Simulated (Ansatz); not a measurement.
Sn(OMe)H3 (CH₆OSn). The state is a singlet with charge 0. Geometry r2SCAN-D4/def2-TZVP, basis def2-TZVP, Ansatz.

```json
{"run": "A", "HOMO (eV)": "-10.26", "LUMO (eV)": "1.56"}
{"run": "B", "HOMO (eV)": "-9.95", "LUMO (eV)": "1.42"}
{"run": "C", "HOMO (eV)": "-6.26", "LUMO (eV)": "-0.79"}
{"run": "D", "HOMO (eV)": "-7.50", "LUMO (eV)": "-0.40"}
{"run": "E", "HOMO (eV)": "-6.84", "LUMO (eV)": "-0.53"}
{"run": "F", "HOMO (eV)": "-5.90", "LUMO (eV)": "-1.07"}
```

In the def2 sets Sn takes a core potential; there is no spin–orbit coupling. LC-ωPBE has ω = 0.4 bohr⁻¹.

The runs used LC-ωPBE, PBE0, r2SCAN, r2SCANh, revPBE, ωB97X-V. Estimate which is which.

A LC-ωPBE (range-separated); B ωB97X-V (range-separated); C r2SCAN (0 % exact exchange); D PBE0 (25 % exact exchange); E r2SCANh (10 % exact exchange); F revPBE (0 % exact exchange). Exact exchange lowers occupied and raises empty levels; among semilocal functionals meta-GGAs tend to open the gap a little, and such runs are hard to tell apart. The gap grows from 4.82 eV (revPBE) to 11.82 eV (LC-ωPBE).
